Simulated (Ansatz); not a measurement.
AsMe2H (C₂H₇As). Charge 0, multiplicity 3. Geometry PBE-D4/def2-SVP, that of the neutral singlet; atoms count from 1.

```xyz
10

As    0.5075    1.0080   -0.3720
C    -0.8204    0.6680    1.0719
H    -0.2767    0.3572    1.9861
H    -1.5486   -0.1193    0.7963
H    -1.3628    1.6075    1.2952
C     0.9368   -0.8955   -0.7669
H     1.5105   -0.9497   -1.7129
H     0.0279   -1.5221   -0.8532
H     1.5755   -1.2907    0.0478
H    -0.5497    1.1366   -1.4922
```

At PBE0-D4/def2-TZVP a singlet of charge 0 lies 5.28 eV below the triplet at the same geometry.

Question: Estimate the Mulliken populations from the PBE0/def2-TZVP orbitals of Ansatz.

Answer: 
```tsv
atom	charge (e)	spin (α − β)
As1	0.14	1.35
C2	-0.34	-0.08
H3	0.10	0.05
H4	0.11	0.09
H5	0.13	0.02
C6	-0.34	-0.08
H7	0.13	0.02
H8	0.11	0.09
H9	0.10	0.05
H10	-0.16	0.49
```
Mulliken values depend strongly on the basis.

Question: Where does the spin sit?

Answer: Summed by element: As 1.35, C -0.17, H 0.81, of 2 unpaired in all. Largest on single atoms: As1 1.35, H10 0.49, H8 0.09.

Question: And the Mayer bond orders between heavy atoms (over 0.3)?

Answer: As1–C2 0.77 (1.99 Å); As1–C6 0.77 (1.99 Å).
